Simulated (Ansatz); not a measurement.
Species: NO (charge 0, quartet). The spin state was set by rule; other spins were not relaxed. 
Coordinates optimised at B3LYP-D3(BJ)/def2-TZVP (Ansatz, a quantum-chemistry and plane-wave program):
```xyz
2

N      0.0000     0.0000    -0.7573
O      0.0000     0.0000     0.6627
```
Charge 0, spin multiplicity 4.

Basis-set convergence of Hartree-Fock and CCSD correlation energies (hartree) with Ansatz. Correlated levels leave the core frozen unless marked. Open shells are spin-unrestricted. No spin-orbit coupling. Non-relativistic.

```
basis        functions       E(HF)  E(corr, CCSD)
-----------  ---------  ----------  -------------
aug-cc-pVDZ         46  -129.16968       -0.28287
aug-cc-pVTZ         92  -129.19700       -0.34551
aug-cc-pVQZ        160  -129.20470       -0.36527
```

Extrapolating the two largest sets (X = 3 and 4) as X^-3: E(corr) = (64·(-0.36527) - 27·(-0.34551))/37 = -0.3797 Eh, an estimate of the basis-set limit. The largest set recovers 96.2 % of it, the smallest 74.5 %.
